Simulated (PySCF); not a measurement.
# From HF to CCSD(T): MSn along the second period

HF and CCSD(T) in PySCF with def2-SVPD on every atom (core potentials on Sn), for the lowest determinant that a PBE0 search found; no spin–orbit coupling.

| molecule | state (unpaired electrons) | HF Re (Å) | HF ωe (cm⁻¹) | HF De (eV) | CCSD(T) Re (Å) | CCSD(T) ωe (cm⁻¹) | CCSD(T) De (eV) |
| --- | --- | --- | --- | --- | --- | --- | --- |
| LiSn | quartet (σ ↑, π ↑↑) | 2.628 | 360 | 1.08 | 2.629 | 357 | 1.43 |
| SnN | doublet (π ↑) | 1.922 | 821 | -0.81 | 2.012 | 632 | 2.17 |
| SnO | singlet (closed shell) | 1.813 | 929 | 1.56 | 1.881 | 767 | 5.22 |
| SnF | doublet (π ↑) | 1.965 | 587 | 3.06 | ? | ? | ? |

Question: Estimate the CCSD(T) values of SnF by adding the mean shift from HF to CCSD(T) of the other rows, and compare with the calculation.

Answer: The mean shifts are +5.3 pm, -118 cm⁻¹ and +2.33 eV, which give 2.018 Å, 469 cm⁻¹ and 5.39 eV. CCSD(T)/def2-SVPD gives Re = 1.994 Å, ωe = 558 cm⁻¹, De = 4.76 eV.

Question: What are the mean differences of HF from CCSD(T) over the whole series?

Answer: Re -4.7 pm, ωe +96 cm⁻¹, De -2.17 eV.

In a basis of this size CCSD(T) is itself not converged; it tends to give bonds that are too long and too weak.

Correlated steps freeze the inner cores (4 to 5 orbitals); shallow outer-core shells are correlated. UHF and ROHF references stand side by side, which adds small steps between rows. Correlated levels converge slowly with the basis: in double zeta they bind strong bonds too weakly, by up to about 1 eV, and carry superposition errors of some tenths. Spin–orbit coupling is left out, which matters for elements this heavy, above all for dissociation energies. Where the molecule has an RHF reference, its open-shell atoms are computed with UHF. The CCSD T1 diagnostic is raised in SnO, a sign that a single reference may not be enough there. UHF is strongly spin-contaminated for SnN, so the ROHF reference used there is far from stable. A negative De means that the minimum lies above the separated atoms at that level. States were picked by a PBE0 search and need not be the measured ground states.
